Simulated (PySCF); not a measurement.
Species: C₈H₁₂.
Numbering: `[CH2:1]=[CH:2]/[CH:3]=[CH:4]/[CH:5]1[CH2:6][CH2:7][CH2:8]1` (hydrogens: H9, H10 on C1; H11 on C2; H12 on C3; H13 on C4; H14 on C5; H15, H16 on C6; H17, H18 on C7; H19, H20 on C8)

The same species was optimised twice, with GFN2-xTB and with PBE0-D3(BJ)/def2-SVP (PySCF), and the same property calculations (PySCF, gas phase) were run on both structures.

```csv
coordinate,GFN2-xTB,PBE0-D3(BJ)/def2-SVP,change
C1=C2 (Å),1.329,1.341,+0.012
C3=C4 (Å),1.333,1.344,+0.011
C2–C3 (Å),1.444,1.452,+0.008
C5–C6 (Å),1.546,1.551,+0.005
C7–C8 (Å),1.534,1.538,+0.004
C6–C7 (Å),1.535,1.539,+0.004
C5–C8 (Å),1.548,1.551,+0.003
C4–C5 (Å),1.483,1.483,0.000
C4–C5–C8 (°),115.8,119.1,+3.3
C4–C5–C6 (°),116.7,119.4,+2.7
C6–C7–C8 (°),89.6,88.2,-1.4
C6–C5–C8 (°),88.7,87.3,-1.4
C5–C6–C7 (°),90.0,88.8,-1.2
C5–C8–C7 (°),89.9,88.8,-1.1
C1–C2–C3 (°),123.9,124.6,+0.7
C3–C4–C5 (°),125.0,125.6,+0.6
C1–C2–C3–C4 (°),-179,180,-1
C3–C4–C5–C6 (°),135,130,-5
```

Rotational constants: A = 8197, B = 783.3, C = 761.5 MHz (GFN2-xTB) against A = 8367, B = 762.1, C = 741.9 MHz (PBE0-D3(BJ)/def2-SVP). Atoms that the bonding makes alike are paired by their places after alignment.

On the GFN2-xTB structure: HOMO (eV) -6.43 [PBE0/pcSseg-1]; LUMO (eV) -0.63 [PBE0/pcSseg-1]; dipole (D) 0.60 [PBE0/pcSseg-1]; GIAO shielding of C1 (ppm) 64.5 [PBE0/pcSseg-1]; GIAO shielding of C2 (ppm) 41.1 [PBE0/pcSseg-1]; GIAO shielding of C3 (ppm) 49.9 [PBE0/pcSseg-1]; GIAO shielding of C4 (ppm) 36.2 [PBE0/pcSseg-1]; GIAO shielding of C5 (ppm) 147.0 [PBE0/pcSseg-1]; GIAO shielding of C6/C8 (mean) (ppm) 158.1 [PBE0/pcSseg-1]; GIAO shielding of C7 (ppm) 169.8 [PBE0/pcSseg-1].

Task: What do these properties become on the PBE0-D3(BJ)/def2-SVP structure?

Result: 
```
                                    property          level  on GFN2-xTB  on PBE0-D3(BJ)/def2-SVP  change
                                   HOMO (eV)  PBE0/pcSseg-1        -6.43                    -6.44   -0.01
                                   LUMO (eV)  PBE0/pcSseg-1        -0.63                    -0.75   -0.12
                                  dipole (D)  PBE0/pcSseg-1         0.60                     0.55   -0.05
energy, GFN2-xTB geometry as zero (kcal/mol)  PBE0/pcSseg-1          0.0                     -1.5    -1.5
                  GIAO shielding of C1 (ppm)  PBE0/pcSseg-1         64.5                     61.0    -3.5
                  GIAO shielding of C2 (ppm)  PBE0/pcSseg-1         41.1                     38.8    -2.3
                  GIAO shielding of C3 (ppm)  PBE0/pcSseg-1         49.9                     47.0    -2.9
                  GIAO shielding of C4 (ppm)  PBE0/pcSseg-1         36.2                     35.9    -0.3
                  GIAO shielding of C5 (ppm)  PBE0/pcSseg-1        147.0                    142.0    -5.0
        GIAO shielding of C6/C8 (mean) (ppm)  PBE0/pcSseg-1        158.1                    152.7    -5.4
                  GIAO shielding of C7 (ppm)  PBE0/pcSseg-1        169.8                    164.3    -5.5
```

The heavy atoms differ by 0.110 Å rms after alignment (one structure mirrored). Among bonds between heavy atoms C1=C2 and C3=C4 change most and about equally (+0.011 to +0.012 Å). Changes are differences of the printed values. Neither structure is proved a minimum here.

The values belong to the conformer `[CH2:1]=[CH:2]/[CH:3]=[CH:4]/[CH:5]1[CH2:6][CH2:7][CH2:8]1`: C1–C2–C3–C4 180°, C3–C4–C5–C6 130°.
